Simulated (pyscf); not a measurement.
PySCF, gas phase, ωB97X-D3(BJ)/def2-SVP geometries. MP2 and CC: frozen core, UHF for open shells. ΔMP2 is the change of the MP2 total energy from the triple- to the quadruple-zeta basis.

What is the homolytic dissociation enthalpy (298 K, CCSD(T)/def2-TZVPP + ΔMP2(QZVPP)) of the Br–C bond of cyclic C₃H₅Br (SMILES BrC1CC1), to Br• + cyclic C₃H₅ (SMILES [CH]1CC1) [doublet]?

Br–C to Br• + cyclic C₃H₅ (SMILES [CH]1CC1) [doublet]: 340.1 kJ/mol. cyclic C₃H₅Br (SMILES BrC1CC1) lies 37.5 kJ/mol over its isomer H₂C=C(CH₃)–Br, and others may lie lower still (electronic energy, ωB97M-D3(BJ)). cyclic C₃H₅ (SMILES [CH]1CC1) [doublet] lies 117.4 kJ/mol over its isomer •H₂C–CH=CH₂, and others may lie lower still (electronic energy, ωB97M-D3(BJ)). The CCSD(T) − MP2 part came from Ansatz, without density fitting, on the same reference. The frozen core leaves the outer d or s,p core shells of the metals and heavy elements correlated in the MP2 and CC values, and def2-TZVPP describes them poorly, which can shift differences by a few kcal/mol. Left out: the spin-orbit lowering of Br, which is large for Br, Se, Te and I. Elements up to Kr have no core potential and no relativistic terms here.
